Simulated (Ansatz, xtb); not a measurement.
Relative energy of two isomers of B3ClH7N3Si

Structure X is `[SiH3]B1NBNB(Cl)N1`, a singlet and structure Y is `[SiH3]N1BNB(Cl)NB1`, a singlet. Both are isolated molecules in the gas phase, relaxed with PBE0-D3(BJ)/def2-SVP.

X (Å):

```xyz
15

B    -0.2137   -0.9100    0.7550
B     0.4309    0.2907   -1.3590
B    -1.9350    0.2951   -0.5975
Cl   -3.6271    0.7916   -0.8318
N     0.7548   -0.4967   -0.2119
N    -0.9322    0.6735   -1.5290
N    -1.5636   -0.4895    0.5300
Si    0.2972   -2.0532    2.3539
H    -0.2854   -1.5204    3.6285
H    -0.2027   -3.4590    2.2023
H     1.7856   -2.1232    2.5218
H     1.7200   -0.7706   -0.0814
H     1.2777    0.6202   -2.1545
H    -1.1951    1.2315   -2.3311
H    -2.2880   -0.7493    1.1875
```

Y (Å):

```json
{"atom": "B", "x (Å)": "-1.0116", "y (Å)": "-0.9938", "z (Å)": "0.5363"}
{"atom": "B", "x (Å)": "1.4268", "y (Å)": "-1.3011", "z (Å)": "0.1761"}
{"atom": "B", "x (Å)": "0.4029", "y (Å)": "0.9493", "z (Å)": "-0.1157"}
{"atom": "Cl", "x (Å)": "2.8571", "y (Å)": "-2.3563", "z (Å)": "0.1478"}
{"atom": "N", "x (Å)": "-0.8842", "y (Å)": "0.4048", "z (Å)": "0.2220"}
{"atom": "N", "x (Å)": "0.1461", "y (Å)": "-1.8215", "z (Å)": "0.5076"}
{"atom": "N", "x (Å)": "1.5343", "y (Å)": "0.0810", "z (Å)": "-0.1313"}
{"atom": "Si", "x (Å)": "-2.3452", "y (Å)": "1.3995", "z (Å)": "0.2679"}
{"atom": "H", "x (Å)": "-3.3522", "y (Å)": "0.8847", "z (Å)": "-0.7065"}
{"atom": "H", "x (Å)": "-1.9784", "y (Å)": "2.7998", "z (Å)": "-0.0842"}
{"atom": "H", "x (Å)": "-2.9499", "y (Å)": "1.3672", "z (Å)": "1.6323"}
{"atom": "H", "x (Å)": "-2.0900", "y (Å)": "-1.4653", "z (Å)": "0.8225"}
{"atom": "H", "x (Å)": "0.0571", "y (Å)": "-2.8050", "z (Å)": "0.7286"}
{"atom": "H", "x (Å)": "2.4417", "y (Å)": "0.4611", "z (Å)": "-0.3686"}
{"atom": "H", "x (Å)": "0.5373", "y (Å)": "2.1204", "z (Å)": "-0.3837"}
```

Quicker runs give these differences E(Y) − E(X): GFN2-xTB −1.125 eV; HF/STO-3G −0.715 eV (at GFN2-xTB geometries); r2SCAN-D4/def2-SVP −0.443 eV (at GFN2-xTB geometries).

Task: Estimate E(Y) − E(X) at the level CCSD(T)/def2-SVP + ΔMP2/def2-TZVPP.

Result: Calculated at CCSD(T)/def2-SVP + ΔMP2/def2-TZVPP: E(Y) − E(X) = −0.603 eV, so structure Y lies lower.

Level by level:

```json
{"level": "GFN2-xTB", "geometry": "GFN2-xTB", "E(Y) − E(X) (eV)": "−1.125", "departure from the last row (eV)": "−0.523", "job, with rough time for the two": "optimisation, 2 s"}
{"level": "HF/STO-3G", "geometry": "GFN2-xTB", "E(Y) − E(X) (eV)": "−0.715", "departure from the last row (eV)": "−0.112", "job, with rough time for the two": "single point, 2.8 s"}
{"level": "r2SCAN-D4/def2-SVP", "geometry": "GFN2-xTB", "E(Y) − E(X) (eV)": "−0.443", "departure from the last row (eV)": "+0.160", "job, with rough time for the two": "single point, 16 s"}
{"level": "PBE0-D3(BJ)/def2-SVP", "geometry": "PBE0-D3(BJ)/def2-SVP", "E(Y) − E(X) (eV)": "−0.375", "departure from the last row (eV)": "+0.228", "job, with rough time for the two": "optimisation, 5.6 min"}
{"level": "HF/def2-SVP", "geometry": "PBE0-D3(BJ)/def2-SVP", "E(Y) − E(X) (eV)": "−0.645", "departure from the last row (eV)": "−0.043", "job, with rough time for the two": "part of the CCSD(T) run"}
{"level": "MP2/def2-SVP", "geometry": "PBE0-D3(BJ)/def2-SVP", "E(Y) − E(X) (eV)": "−0.583", "departure from the last row (eV)": "+0.019", "job, with rough time for the two": "part of the CCSD(T) run"}
{"level": "CCSD(T)/def2-SVP", "geometry": "PBE0-D3(BJ)/def2-SVP", "E(Y) − E(X) (eV)": "−0.513", "departure from the last row (eV)": "+0.090", "job, with rough time for the two": "single point"}
{"level": "CCSD(T)/def2-SVP + ΔMP2/def2-TZVPP", "geometry": "PBE0-D3(BJ)/def2-SVP", "E(Y) − E(X) (eV)": "−0.603", "departure from the last row (eV)": "", "job, with rough time for the two": "single point, 5.4 min"}
```

As drawn, Y has 1 N–Si, 1 B–H in place of 1 B–Si, 1 N–H.

None of the levels shown reverses the order. The largest departure from CCSD(T)/def2-SVP + ΔMP2/def2-TZVPP is that of GFN2-xTB, 0.523 eV. A small imaginary or near-zero mode remains, so no thermal terms are given. The last row adds to CCSD(T) the change of the MP2 difference between the two basis sets, here −0.090 eV.

The correlated steps freeze 16 core orbitals. Run with Ansatz 0.2.0, xtb 6.7.1; the last row on 2 threads of Intel(R) Xeon(R) Processor @ 2.50GHz (Skylake/Cascade Lake) on a shared host.
